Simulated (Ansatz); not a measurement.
Cost and result for the atomization energy of C$_{2}$H$_{6}$MgN, SMILES `C[N](C)[Mg]` radical (10 atoms, 9 bonds).

```csv
atom,x (Å),y (Å),z (Å)
C1,-0.9287,0.5455,-0.5358
N2,0.2263,0.4591,0.3141
C3,0.7682,-0.8714,0.3123
Mg4,0.9460,1.9208,1.3166
H5,-1.7381,-0.1352,-0.2180
H6,-1.3481,1.5586,-0.5401
H7,-0.7001,0.2888,-1.5853
H8,1.6508,-0.9454,0.9588
H9,1.0806,-1.1982,-0.6952
H10,0.0432,-1.6226,0.6724
```

The species carries charge 0 and has multiplicity 2. Correlated methods include outer-core shells of Mg, which these sets cover unevenly. The structure was optimised at the PBE0-D4/def2-TZVP level. Program: Ansatz. All runs use 4 threads of a server CPU on a shared host. Times are those of one run each, without the atoms' runs, and a repeat can differ threefold. Electronic energies, without spin–orbit coupling; frozen cores. CCSD(T)/CBS adds CCSD(T) − MP2 in def2-TZVPP to the MP2 limit, and its time is that of the two runs behind it. T1 = 0.012; ⟨S²⟩ of the reference is 0.75. With those shells the extrapolation isn't a true limit. B3LYP takes the VWN-RPA correlation (the form of Gaussian; ORCA's B3LYP/G).

CCSD(T)/CBS is a level of theory with its own doubt, some kJ/mol a heavy atom from the limit and from the frozen cores, so smaller differences don't rank the functionals.

```json
{"level": "LDA (SPW92)/def2-TZVPP", "functions": "209", "wall time": "2.2 s", "atomization (kcal/mol)": "918.8", "difference from CCSD(T)/CBS": "118.3", "per bond": "13.1"}
{"level": "revPBE-D4/def2-TZVPP", "functions": "209", "wall time": "4 s", "atomization (kcal/mol)": "805.2", "difference from CCSD(T)/CBS": "4.7", "per bond": "0.5"}
{"level": "CAM-B3LYP-D4/def2-TZVPP", "functions": "209", "wall time": "4.7 s", "atomization (kcal/mol)": "807.8", "difference from CCSD(T)/CBS": "7.3", "per bond": "0.8"}
{"level": "B3LYP-D4/def2-TZVPP (with forces)", "functions": "209", "wall time": "6 s", "atomization (kcal/mol)": "805.7", "difference from CCSD(T)/CBS": "5.2", "per bond": "0.6"}
{"level": "r2SCAN-D4/def2-TZVPP (with forces)", "functions": "209", "wall time": "8.5 s", "atomization (kcal/mol)": "806.1", "difference from CCSD(T)/CBS": "5.6", "per bond": "0.6"}
{"level": "r2SCANh-D4/def2-TZVPP", "functions": "209", "wall time": "8.5 s", "atomization (kcal/mol)": "801.4", "difference from CCSD(T)/CBS": "0.9", "per bond": "0.1"}
{"level": "B2PLYP/def2-TZVPP", "functions": "209", "wall time": "9 s", "atomization (kcal/mol)": "793.7", "difference from CCSD(T)/CBS": "-6.8", "per bond": "-0.8"}
{"level": "ωB97X-V/def2-TZVPP", "functions": "209", "wall time": "12 s", "atomization (kcal/mol)": "803.4", "difference from CCSD(T)/CBS": "2.9", "per bond": "0.3"}
{"level": "CCSD(T)/def2-SVP", "functions": "90", "wall time": "14 s", "atomization (kcal/mol)": "760.7", "difference from CCSD(T)/CBS": "-39.8", "per bond": "-4.4"}
{"level": "B97M-V/def2-TZVPP", "functions": "209", "wall time": "18 s", "atomization (kcal/mol)": "800.9", "difference from CCSD(T)/CBS": "0.4", "per bond": "0.0"}
{"level": "MP2/def2-QZVPP", "functions": "414", "wall time": "38 s", "atomization (kcal/mol)": "803.2", "difference from CCSD(T)/CBS": "2.7", "per bond": "0.3"}
{"level": "CCSD(T)/def2-TZVPP", "functions": "209", "wall time": "5.9 min", "atomization (kcal/mol)": "778.8", "difference from CCSD(T)/CBS": "-21.7", "per bond": "-2.4"}
{"level": "CCSD(T)/CBS(def2)", "functions": "–", "wall time": "6.6 min", "atomization (kcal/mol)": "800.5", "difference from CCSD(T)/CBS": "0.0", "per bond": "0.0"}
```

From BLYP to BHLYP (50 % exact exchange), in def2-TZVPP and without D4, the atomization energy moves by −17.9 kcal/mol: exact exchange takes away binding that semilocal exchange gives to molecules. The D4 term adds +8.0 kcal/mol with B3LYP and +4.2 kcal/mol with PBE0; it sums over pairs of atoms, weighted by their polarisabilities, and B3LYP, whose exchange is more repulsive, gets the larger term. At CCSD(T), def2-SVP lies −39.8 kcal/mol from the extrapolated value and def2-TZVPP −21.8 kcal/mol: correlation converges slowly with the basis, and small sets miss more of it in the bonded molecule than in its fragments.
